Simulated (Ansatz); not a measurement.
Reactions of `BC=C(Cl)C=C`.

Isolated molecules relaxed with PBE0-D4/def2-TZVP in Ansatz; ΔE leaves out vibrations. CBS: MP2 limit from def2 TZ/QZ plus the TZ coupled-cluster correction, frozen cores. This one scheme is used for every species, atoms too. Double bonds are as drawn, so ΔE can hold a change between cis and trans. Functionals use def2-TZVPP. B3LYP here is the variant with VWN-RPA as its local correlation; programs differ in this. Open shells (•) are unrestricted, without spin–orbit coupling. Spin–orbit coupling would lower the free atoms: a little for B, C, Cl. One conformer a species, not always the lowest.

| reaction | MP2/CBS(def2) (kJ/mol) | B3LYP-D4 (kJ/mol) | PBE-D4 (kJ/mol) | CCSD(T)/CBS(def2) (kJ/mol) |
| --- | --- | --- | --- | --- |
| `B/C=C(\Cl)C=C` + H₂ → `C=CC(=C)Cl` + BH₃ | 22 | 19 | 30 | 14 |
| `B/C=C(\Cl)C=C` → `C=C=C(C)BCl` | -114 | -114 | -116 | -113 |
| `B/C=C(\Cl)C=C` → `CC1=CB(Cl)C1` | -181 | -155 | -173 | -172 |
| `B/C=C(\Cl)C=C` + `CC(N)O` → `BNC(C)O` + `C=CC(=C)Cl` | -123 | -125 | -121 | -126 |
| `B/C=C(\Cl)C=C` + `CN[SiH2]N` → `BN[SiH2]NC` + `C=CC(=C)Cl` | -111 | -112 | -108 | -114 |
| `B/C=C(\Cl)C=C` + H–F → `B/C=C(\F)Cl` + `C=C` | 87 | 58 | 57 | 72 |
| `B/C=C(\Cl)C=C` + `CO[SiH2]F` → `B[SiH](F)OC` + `C=CC(=C)Cl` | 68 | 62 | 61 | 58 |
| `B/C=C(\Cl)C=C` → `C=C1BCC1Cl` | 4 | 20 | 5 | 7 |
| `B/C=C(\Cl)C=C` → B• + 4 C• + Cl• + 6 H• | 4984 | 4909 | 5049 | 4873 |
| `B/C=C(\Cl)C=C` + `N=CCF` → `BC(=N)CF` + `C=CC(=C)Cl` | 40 | 39 | 43 | 36 |

Largest T1 diagnostic: 0.014, for B•.
